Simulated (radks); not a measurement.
The numbers below are computed, except where a source is named.
Removal energies from the technetium ion Tc13+, [Ar] 3d10 4s2, by Delta-SCF beside the eigenvalue of the level emptied. Level of theory: scalar-relativistic Kohn-Sham, BLYP, spin-polarised, spherical densities, finite nucleus; Fermi nuclear charge, rms radius of each element as measured or else 0.836 A^(1/3) + 0.57 fm (a radial shooting solver on a logarithmic mesh with Libxc functionals). Open shells are filled with parallel spins first.

removed from    final configuration  Delta-SCF (eV)  -eigenvalue (eV)
4s                    [Ar] 3d10 4s1          315.70            304.62
3d                     [Ar] 3d9 4s2          542.85            517.38
3p            [Ne] 3s2 3p5 3d10 4s2          707.00            682.82
3s            [Ne] 3s1 3p6 3d10 4s2          809.51            785.37
